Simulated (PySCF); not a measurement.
Species: C6H9OS (doublet state).
Structure used (GFN2-xTB), in Å, numbered top down from 1:
```xyz
17
C6H9OS angstrom
O      1.894    1.665   -1.415
S      1.108    1.509   -0.191
C      1.657   -0.247    0.541
C      0.540   -0.909    1.128
C     -0.740   -0.900    0.385
C     -1.350    0.533    0.543
C     -0.567    0.904   -0.711
C     -0.552   -0.572   -1.106
H      2.034   -0.667   -0.390
H      2.480   -0.049    1.222
H      0.475   -0.996    2.202
H     -1.394   -1.731    0.648
H     -1.100    1.071    1.456
H     -2.427    0.549    0.390
H     -0.971    1.636   -1.407
H     -1.430   -0.834   -1.693
H      0.334   -0.949   -1.611
```

The hyperfine couplings belong to this conformer and change with its torsions.

As a line formula: `O=[S@@]1C[CH][C@H]2C[C@@H]1C2` [radical].

The calculation used PySCF 2.14.0, UKS B3LYP, pcH-1 on C H O S, non-relativistic, mean-field spin-orbit, GIAO. Geometry: GFN2-xTB; no solvent, vibrations or thermal averaging. A GFN2-xTB geometry isn't a minimum of the functional, and hyperfine couplings can be far from their values at a DFT geometry. Stability of the SCF solution: not tested.

Question: Give the principal g shifts and their parts.

Answer: 
```
                    Δg (ppm)     1     2     3
relativistic mass correction  -182  -182  -182
            gauge correction    -1    39    15
   orbital Zeeman/spin–orbit  -305  2014  2791
                       total  -489  1872  2625
```

So g = 2.00183, 2.00419, 2.00494 and g_iso = 2.00366; the tensor is rhombic: the two nearest values differ by 24 % of g3 − g1. Axes: g2 points within 7° of the C4–H11 bond.

Question: How much does each term add to the isotropic shift?

Answer: The orbital-Zeeman/spin–orbit term 1500, the mass correction -182 and the gauge correction 18 ppm, for a total of 1336 ppm. The orbital-Zeeman/spin–orbit term is the largest in size. The mass correction is the same along every axis, so the anisotropy comes from the other two: their spans along these axes are 41 (gauge) and 3096 ppm (orbital Zeeman/spin–orbit).

Question: At 9.551 GHz, how far is the centre of the isotropic spectrum from where a free electron (g = 2.002319) resonates?

Answer: B = hν/(g μB) with μB/h = 13.99624 MHz/mT gives 340.80 mT for the free electron and 340.58 mT at g_iso, 0.23 mT lower.

Question: What effective moment and Curie constant follow for a powder?

Answer: With the mean of g² = 4.0146 and S(S+1) = 0.75: μ_eff = √(⟨g²⟩S(S+1)) = 1.735 μB and χT = 0.12505·⟨g²⟩·S(S+1) = 0.377 cm³ K/mol (cgs; spin-Hamiltonian part alone).

Question: In a frozen sample, at which fields do the three g values resonate at 9.5, 34, 94 and 263 GHz (hyperfine left aside), and which band first spreads them over more than twice a line width of 0.5 mT?

Answer: 
```tsv
band	GHz	B(g3) mT	B(g2) mT	B(g1) mT	spread mT
X	9.5	338.54	338.67	339.07	0.53
Q	34.0	1211.62	1212.07	1213.50	1.88
W	94.0	3349.76	3351.02	3354.97	5.21
J	263.0	9372.21	9375.73	9386.79	14.58
```

The spread grows in proportion to the frequency. Q band is the first where it exceeds 1.0 mT.

The Mulliken spin populations are largest on C4 (+0.87), S2 (+0.14), C3 (-0.12) and O1 (+0.08). C4 is the only atom above +0.15. The angles at C4 add up to 354.2°, so it is nearly planar; its axial dipolar tensor and the negative coupling of its proton fit spin in a p orbital normal to that plane.

The HOMO–LUMO gaps are 5.59 eV among the α and 4.13 eV among the β orbitals.
